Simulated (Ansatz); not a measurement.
Born–Oppenheimer molecular dynamics of C$_{2}$H$_{5}$AlSe (9 atoms, charge 0, multiplicity 1). It starts at the highest image of a converged band. Of that band: The profile has 3 maxima (images 1, 3, 7) with wells between them (images 2, 5): this band takes more than one step, which may be the mechanism or a detour left from its start path. Neighbouring images differ by up to 2.2 eV, so the band resolves the path poorly. A vibrational analysis at the climbing image gives one clearly imaginary mode, 1042i cm⁻¹: a first-order saddle point.

Theory: RKS BLYP-D4/def2-SVP in Ansatz 0.2.0.

| Item | Value |
| --- | --- |
| ensemble | NVE (velocity Verlet) |
| time step | 0.5 fs |
| steps asked | 200 |
| starting velocities drawn for | 100 K |
| seed | 10653 |

First frame:

```xyz
9
Properties=species:S:1:pos:R:3
C 0.219 1.539 -0.223
C 0.212 0.198 -0.071
Al 0.218 -1.951 -0.575
Se -0.462 -0.682 1.601
H 0.563 1.959 -1.185
H -0.089 2.259 0.551
H 1.770 -2.189 -0.262
H -0.395 -0.596 -1.271
H -1.947 -0.583 1.417
```

What does the run give?

The run went to its last step.

- steps done: 200
- time covered: 100 fs
- mean temperature over the second half: 1313 K
- spread of the potential energy over the second half: 20.9 meV per atom
- mean potential energy of the second half above the start: -122.0 meV per atom

The conserved energy stayed within 0.13 meV per atom of its start (net change -0.1 meV per atom), so the integration is sound. The system heated up, since it started high on the potential surface and ran downhill. A run of 0.1 ps of so small a system gives no equilibrium averages. The orbitals stay closed-shell, which can raise the energy where a bond breaks towards radicals; this wasn't checked here.

What happens to the structure?

The step under study would form C2–H8 and break Al3–H8. These pairs go: C2–H8 1.56 → 3.09 Å, Al3–H8 1.64 → 1.68 Å. In the last frame they stand as before the step (other bonds may differ from the relaxed reactants and products). It ends as one piece, C2H5AlSe. Pairs count as bonded within 1.25 times the sum of covalent radii (0.12 Å more for H–H). The details hang on the random start.

How do temperature and energy run in time?


```
time (fs)  T (K)  potential energy less start (eV)  conserved less start (meV/atom)
      0.0    100                             0.000                             0.00
      8.0     56                             0.040                             0.03
     16.0    193                            -0.083                             0.03
     24.0   1235                            -1.027                            -0.02
     32.0   1817                            -1.554                            -0.08
     40.0   1154                            -0.953                            -0.01
     48.0   1221                            -1.015                            -0.02
     56.0   1139                            -0.940                             0.00
     64.0   1218                            -1.012                            -0.01
     72.0   1566                            -1.327                            -0.09
     80.0   1197                            -0.993                            -0.07
     88.0   1142                            -0.943                            -0.03
     96.0   1540                            -1.303                            -0.02
```

Run time: 4.7 min on 2 threads of Intel(R) Xeon(R) Platinum 8375C CPU @ 2.90GHz (Ice Lake), with other jobs on the host, peak memory 0.16 GiB.
